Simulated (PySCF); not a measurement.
## Fractional electron number in Sr²⁺ (strontium, charge +2)

The 4p beta orbital of [Kr] is emptied in steps (occupation f), with all orbitals relaxed, ending at [Ar] 3d10 4s2 4p5. Computed with PySCF 2.14 in def2-TZVP with the def2 core potential (28 electrons) (6s4p3d, 33 functions), with a scalar-relativistic core potential. The exact energy is a straight line in f; departures are measured from the line between the end points of the same method.

```csv
f,UHF (eV),LDA (eV),PBE (eV),PBE0 (eV),r2SCAN (eV),LC-wPBE (eV),BHandHLYP (eV),wB97X (eV),TPSS (eV),CAM-B3LYP (eV)
1,0.000,0.000,0.000,0.000,0.000,0.000,0.000,0.000,0.000,0.000
0.75,0.155,-1.238,-1.214,-0.878,-1.133,-0.321,-0.541,-0.409,-1.165,-0.598
0.5,0.203,-1.649,-1.611,-1.164,-1.479,-0.419,-0.721,-0.529,-1.542,-0.794
0.25,0.149,-1.234,-1.199,-0.865,-1.074,-0.305,-0.541,-0.390,-1.143,-0.593
0,0.000,0.000,0.000,0.000,0.000,0.000,0.000,0.000,0.000,0.000
```

```tsv
method	E(f=0) − E(f=1) (eV)	−ε at f=1 (eV)	−ε at f=0.5 (eV)
UHF	42.362	43.207	42.346
LDA	43.243	36.643	43.252
PBE	43.195	36.702	43.236
PBE0	43.308	38.608	43.341
r2SCAN	43.434	37.308	43.593
LC-wPBE	43.342	41.610	43.383
BHandHLYP	43.269	40.383	43.271
wB97X	43.379	41.151	43.442
TPSS	43.110	36.862	43.167
CAM-B3LYP	43.295	40.098	43.308
```

Orbital energy along the path (eV):

```csv
f,UHF,LDA,PBE,PBE0,r2SCAN,LC-wPBE,BHandHLYP,wB97X,TPSS,CAM-B3LYP
1,-43.207,-36.643,-36.702,-38.608,-37.308,-41.610,-40.383,-41.151,-36.862,-40.098
0.75,-42.764,-39.943,-39.976,-40.983,-40.487,-42.508,-41.828,-42.332,-40.032,-41.709
0.5,-42.346,-43.252,-43.236,-43.341,-43.593,-43.383,-43.271,-43.442,-43.167,-43.308
0.25,-41.953,-46.549,-46.439,-45.652,-46.457,-44.200,-44.710,-44.424,-46.217,-44.887
0,-41.581,-49.801,-49.508,-47.861,-48.955,-44.898,-46.157,-45.461,-49.121,-46.439
```

Reference removal energy between the ground levels: 42.884 eV (measured; NIST Atomic Spectra Database, ionization energies). The calculation has no spin-orbit coupling. UHF lacks correlation.
